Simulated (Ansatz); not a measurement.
A search over several starts for the lowest SCF solution of the cluster AgCl2⁻ at the given spin, in a small basis.

```yaml
crystal:
  periodic: [false, false, false]
  atoms:
    - {symbol: Ag, position_ang: [-0.225713, 0.926237, -0.616455]}
    - {symbol: Cl, position_ang: [1.415963, 0.348692, 1.050873]}
    - {symbol: Cl, position_ang: [-1.190251, -1.274929, -0.434418]}
basis:
  gaussian: {orbitals: def2-SVP, initial_orbitals: start.molden}
total_charge: -1
magnetization: {spin_polarized: true, initial_magnetization: 2}
hamiltonian: {xc: pbe0, dispersion: d4}
output: {orbitals: {seedname: orbitals}}
```

The file start.molden holds the orbitals of an earlier run on this structure, at another level or in another basis.

```sh
$ ansatz run in.yaml --threads 4 --pin off --events-out ev --progress --plain --max-ram 3916MiB
```

Shortened log:

```
Functional definition: PBE0
646 factors; integrals over basis functions are off by at most 2.9e-4 eV
mean field evaluation 1: about -29029.2259 eV, gradient 5.0e0 eV
mean field evaluation 2: about -29029.3494 eV, gradient 1.2e-1 eV
mean field evaluation 4: about -29029.4939 eV, gradient 2.6e-3 eV
mean field evaluation 8: about -29029.4939 eV, gradient 7.2e-5 eV
mean field evaluation 16: about -29029.3450 eV, gradient 9.3e-1 eV
mean field evaluation 32: about -29029.4939 eV, gradient 2.3e-5 eV
mean field -29029.49389371 eV, -1066.8142236960 hartree, gradient 1.1e-5 eV, S^2 2.005197; 5 other end points of the search recorded, 0 dependent functions left out
reference -29029.49392561 eV, -1066.8142248683 hartree; 28, 26 occupied and 39, 41 virtual orbitals, 646 factors
Total energy: -29029.57970543 eV, -1066.8173772187 hartree
```

It took 1.9 s on 4 threads of Arm Neoverse V1 on a shared host.

In the def2 sets Ag takes a core potential; there is no spin–orbit coupling. The highest occupied level of the charge -1 triplet lies above zero (up to 0.31 eV). The electron is either unbound and held by the finite basis, or the level is raised by self-interaction error. At PBE0-D4/def2-TZVPD a singlet of charge -1 lies 3.60 eV below the triplet, each at its own geometry. The structure comes from a short search, and lower isomers may exist.
